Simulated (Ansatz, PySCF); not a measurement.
Process, species as SMILES: [Br][Sb][Br] → [Br][Sb][Br] as singlet, charge +1 + e-
Geometries: B3LYP-D3(BJ)/def2-TZVP minima from Ansatz (a first-principles code).

Quantity: adiabatic ionisation energy (0 K, with B3LYP-D3(BJ) harmonic zero-point energies from PySCF), in eV. Valence correlation only, unless marked. UHF or UKS for open shells. No spin-orbit coupling. The frozen core is the preceding noble-gas configuration, with the filled d and f shells of earlier blocks. In def2 rows, elements after Kr have scalar-relativistic effective core potentials. STO-3G rows are all-electron and non-relativistic. Basis-set limits of correlation are two-point, X^-3; Hartree-Fock from the larger set. [CCSD(T)-MP2]/basis is that difference in the basis named.

| level | program | adiabatic ionisation energy (eV) |
|---|---|---|
| HF/def2-SVPD | Ansatz | 8.19 |
| HF/def2-TZVPD | PySCF | 8.06 |

### Question
What does RI-MP2/CBS(def2-TZVPPD,def2-QZVPPD)+[CCSD(T)-MP2]/def2-TZVPPD (Ansatz) give?

### Answer
8.13 eV
